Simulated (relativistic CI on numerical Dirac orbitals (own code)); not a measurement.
**Hg⁵⁵⁺: q coefficients and field-shift factors**

Calculated at this level of theory: Dirac-Coulomb-Breit CI, KLI orbitals optimised for each configuration, derivatives by finite differences, unscaled Slater integrals, QED left out (own radial code, finite nucleus).

Configuration list (outside the closed core [Ne]): 3s2 3p6 3d7, 3s2 3p5 3d8, 3s2 3p4 3d9, 3s 3p6 3d8, 3p6 3d9, 3s 3p5 3d9, 3s2 3p6 3d6 4s, 3s2 3p6 3d6 4p. Levels of other configurations are missing.

With x = (α/α₀)² − 1 an excitation energy changes as ω = ω₀ + qx; K = 2q/ω₀ is the relative enhancement. Terms are leading LS components, so labels can repeat. The field-shift factor is F = δν/δ⟨r²⟩ for the transition from the lowest level.

Lowest level 3s2 3p6 3d7 4F_9/2.

```
              Level  ω₀ (cm⁻¹)   q (cm⁻¹)      K  F (GHz/fm²)
 3s2 3p6 3d7 2P_3/2     115232      12600  0.219       -0.419
 3s2 3p6 3d7 2D_5/2     182281      27230  0.299         1.52
 3s2 3p6 3d7 4F_7/2     777310     827900   2.13         28.9
 3s2 3p6 3d7 4F_9/2     836211     811100   1.94         28.9
 3s2 3p6 3d7 4P_3/2     867984     836700   1.93         29.4
 3s2 3p6 3d7 4P_5/2     889418     839700   1.89         29.7
 3s2 3p6 3d7 2P_1/2     898049     830700   1.85         28.2
3s2 3p6 3d7 2H_11/2     911659     806300   1.77         29.7
 3s2 3p6 3d7 2F_7/2     977987     830700    1.7         29.8
 3s2 3p6 3d7 2F_5/2    1016342     818400   1.61         29.8
 3s2 3p6 3d7 2D_3/2    1182842     839800   1.42         31.7
 3s2 3p6 3d7 4F_5/2    1617683  1.646e+06   2.04         57.5
 3s2 3p6 3d7 4P_3/2    1656666  1.656e+06      2         57.3
```

At this charge energies of transitions that change n are usually good to better than 1 %, and those within a shell (Δn = 0) to a few per cent.
